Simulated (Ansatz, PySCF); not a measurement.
ZrF₃Cl, SMILES [F][Zr]([F])([F])[Cl], multiplicity 1. Atoms are numbered in the order given.

```xyz
5

Zr     0.0000     0.0000    -0.2184
F     -1.5408     0.8896    -0.8696
F      1.5408     0.8896    -0.8696
F      0.0000    -1.7792    -0.8697
Cl     0.0000     0.0001     2.1324
```

Geometry optimised at r2SCAN-D4/def2-SVP. The multiplicity is an assumed one; other spin states were not compared. The def2 effective core potentials stand for the cores of Zr; spin–orbit coupling is left out.

Two levels are set side by side: PBE-D3(BJ)/def2-SVP (Ansatz, a first-principles code) and r2SCAN-D4/def2-SVP (Ansatz). Each level has its own optimised geometry; the coordinates shown are those of the second. Frequencies come from the Hessian of PySCF at each geometry. Differences are taken from unrounded values.

```json
[
 {"quantity": "mean bond length (Å)", "r2SCAN-D4": "2.009", "PBE-D3(BJ)": "2.016", "PBE-D3(BJ) minus r2SCAN-D4": "0.007"},
 {"quantity": "bond Zr1–F2 (Å)", "r2SCAN-D4": "1.895", "PBE-D3(BJ)": "1.903", "PBE-D3(BJ) minus r2SCAN-D4": "0.008"},
 {"quantity": "bond Zr1–F3 (Å)", "r2SCAN-D4": "1.895", "PBE-D3(BJ)": "1.903", "PBE-D3(BJ) minus r2SCAN-D4": "0.008"},
 {"quantity": "bond Zr1–F4 (Å)", "r2SCAN-D4": "1.895", "PBE-D3(BJ)": "1.903", "PBE-D3(BJ) minus r2SCAN-D4": "0.008"},
 {"quantity": "bond Zr1–Cl5 (Å)", "r2SCAN-D4": "2.351", "PBE-D3(BJ)": "2.355", "PBE-D3(BJ) minus r2SCAN-D4": "0.004"},
 {"quantity": "highest harmonic wavenumber (cm⁻¹)", "r2SCAN-D4": "711", "PBE-D3(BJ)": "692", "PBE-D3(BJ) minus r2SCAN-D4": "-18"},
 {"quantity": "mean harmonic wavenumber (cm⁻¹)", "r2SCAN-D4": "362", "PBE-D3(BJ)": "354", "PBE-D3(BJ) minus r2SCAN-D4": "-8"},
 {"quantity": "zero-point energy (kcal/mol)", "r2SCAN-D4": "4.65", "PBE-D3(BJ)": "4.55", "PBE-D3(BJ) minus r2SCAN-D4": "-0.10"}
]
```
